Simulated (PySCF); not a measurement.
A GIAO shielding run with PySCF (density fitting, non-relativistic, gas phase) on `C1(=C)C[C@@H](CC)[C@@H]1N[SiH3]`, C₇H₁₅NSi:

```
$ OMP_NUM_THREADS=1 python probes_run.py task.json out

{"job": {"kind": "nmr", "xc": "PBE0", "basis": "pcSseg-1"}, "charge": 0, "multiplicity": 1}
C      1.390329     2.559336     0.371834
C      0.403733     1.695835     0.260047
C     -1.054590     1.704174     0.631492
C     -1.046524     0.162764     0.543232
C     -2.151468    -0.508194    -0.255188
C     -1.913023    -2.009763    -0.364629
C      0.353518     0.230494    -0.121831
N      1.367134    -0.652521     0.371995
Si     2.744926    -1.132607    -0.534352
H      1.236568     3.560548     0.739876
H      2.397127     2.293650     0.094769
H     -1.682971     2.166667    -0.130070
H     -1.300280     2.139442     1.599210
H     -0.976038    -0.293389     1.533332
H     -2.188830    -0.069052    -1.255263
H     -3.113881    -0.318847     0.228290
H     -1.948902    -2.472183     0.619296
H     -0.933689    -2.203475    -0.795674
H     -2.669565    -2.475388    -0.991815
H      0.292322     0.099955    -1.205608
H      1.466016    -0.570706     1.373502
H      3.732995    -0.079368    -0.820481
H      3.359599    -2.179010     0.279263
H      2.223757    -1.628595    -1.809389
```

Hardware: 1 thread of an Arm Neoverse N1, shared host. The job also computes population analyses, field gradients, ring-centre shieldings.

Q: How large is the calculation?

A: 78 electrons, 235 basis functions and 1232 auxiliary functions.

Q: How long does it take, and how much memory does it need?

A: 120 s of wall time, with 13 SCF cycles and 4 response iterations; peak memory 1.1 GiB. Times on a shared host scatter by some tens of per cent.
